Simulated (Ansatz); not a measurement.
## Scan of the Sn2–H5 bond length

SnNH$_{5}$ (SMILES [NH2][SnH3]), singlet, at its PBE0-D4/def2-TZVP minimum:

```csv
atom,x (Å),y (Å),z (Å)
N1,-0.4996,-1.1833,0.1166
Sn2,0.1368,0.7304,-0.1356
H3,-0.0018,-1.8445,-0.4665
H4,-0.4137,-1.5049,1.0727
H5,-0.1158,1.0928,-1.7817
H6,-0.8363,1.6844,0.8880
H7,1.7917,0.9571,0.2609
```

The bond length Sn2–H5 (1.704 Å at the minimum) is set to the values below, with the rest relaxed at PBE0-D4/def2-TZVP at each step. Each method's energies count from its own value at the PBE0-D4 minimum structure. Ansatz 0.2.0; basis: def2-TZVPP; cores frozen in the correlated methods. Filled d shells of the heavier atoms are correlated. Core potentials replace the inner electrons of the atoms past krypton. The def2 sets are not built for correlating such inner shells, so the correlated values are less sure here. B3LYP uses VWN-RPA correlation.

CCSD(T) energies along the scan:
```
bond length (Å)  CCSD(T) (eV)
          1.500         0.358
          1.559         0.158
          1.646         0.017
          1.747         0.018
          1.860         0.159
          1.981         0.410
          2.110         0.736
          2.245         1.105
          2.386         1.482
```
They count from the CCSD(T) energy at the PBE0-D4 minimum.

Minimum and curvature along this coordinate at CCSD(T): A fifth-order fit through the nearest points gives 1.694 Å, with a curvature of about 14 eV/Å².

Largest difference from the CCSD(T) curve over the scan: PBE-D4 0.209; B3LYP-D4 0.125; HF 0.094 eV. Each curve counts from its own value at the minimum.

T1 diagnostic: at most 0.017. The restricted Hartree–Fock reference is unstable towards an unrestricted one at one or more of these structures.

For scale, one of the runs: CCSD(T)/def2-TZVPP, 151 basis functions (an equivalent command: `ansatz run in.yaml --threads 2`). Hardware: 2 CPU threads, shared host. Wall time 24 s; peak host memory 1.1 GiB.
